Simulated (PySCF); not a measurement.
## Exercise with solution: entropy of an ideal gas

WF₆, SMILES [F][W]([F])([F])([F])([F])[F], multiplicity 1.

Geometry: PBE-D3(BJ)/def2-SVP. The multiplicity is an assumed one; other spin states were not compared. The isomer is the one that the SMILES or the coordinates give; other isomers of the formula were not compared. The def2 effective core potentials stand for the cores of W; spin–orbit coupling is left out.

PySCF 2.14.0 with PBE-D3(BJ)/def2-SVP gives the harmonic wavenumbers 127, 127, 127, 229, 229, 229, 296, 296, 296, 673, 673, 707, 707, 707, 730 cm⁻¹ and the rotational temperatures 0.0921, 0.0921, 0.0921 K. The molar mass is 297.83 g/mol, the symmetry number 24, the spin multiplicity 1.

Problem. Work out the entropy at 298.15 K and 1 atm in the rigid-rotor, harmonic-oscillator model.

Solution. 
Translation (Sackur–Tetrode at 1 atm): S = R[1.5 ln M + 2.5 ln T − 1.16487] = 179.8 J/(mol K).
Rotation: q = (√π/σ) T^1.5/√(θA θB θC) = 13600, S = R[ln q + 3/2] = 91.6 J/(mol K).
Vibration: with u = 1.4388 ν/T, each mode gives R[u/(e^u − 1) − ln(1 − e^−u)]:
```csv
ν (cm⁻¹),modes,u,S (J/(mol K))
127,3,0.61,37.54
229,3,1.11,23.68
296,3,1.43,18.07
673,2,3.25,2.84
707,3,3.41,3.74
730,1,3.52,1.14
```
These are all the modes. Sum 87.0 J/(mol K).
Spin: R ln 1 = 0.0 J/(mol K).
Total 358.4 J/(mol K); the program's own thermochemistry gives 358.4. Translation makes up 50 % and vibration 24 %. Anharmonicity, hindered rotation and orbital degeneracy are left out.
